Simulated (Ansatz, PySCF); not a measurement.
Gas-phase reaction in SMILES: N[Si](O)(O)O → N[Si]([O])(O)O + H atom (the H-O bond at the site shown breaks; other sites are not compared here)
Geometries: B3LYP-D3(BJ)/def2-TZVP minima from Ansatz (a program for electronic structure), one conformer each, not searched for the lowest. Frequencies are from Ansatz or PySCF.
Geometry of the first species:
```
Si
O 1 1.6330
H 2 0.9605 1 117.84
O 1 1.6443 2 106.50 3 60.69
H 4 0.9597 1 117.84 2 175.93
O 1 1.6443 2 106.50 3 -60.69
H 6 0.9597 1 117.84 2 -175.93
N 1 1.7058 2 113.19 3 -180.00
H 8 1.0086 1 119.30 2 70.60
H 8 1.0086 9 110.69 1 144.26
```
Charge 0, spin multiplicity 1.

Property: bond dissociation energy (enthalpy at 298 K, with B3LYP-D3(BJ) rigid-rotor harmonic-oscillator terms), in kcal/mol. Correlated levels leave the core frozen unless marked. UHF or UKS for open shells. Spin-orbit coupling is left out. No relativistic terms. CBS marks a two-point X^-3 extrapolation of the correlation energy; Hartree-Fock from the larger set.

```tsv
level	program	bond dissociation energy (kcal/mol)
HF/STO-3G	Ansatz	88.7
```

**Question.** What does CCSD(T)/CBS(cc-pV(T+d)Z,cc-pV(Q+d)Z) (Ansatz) give?

**Answer.** 121.1 kcal/mol
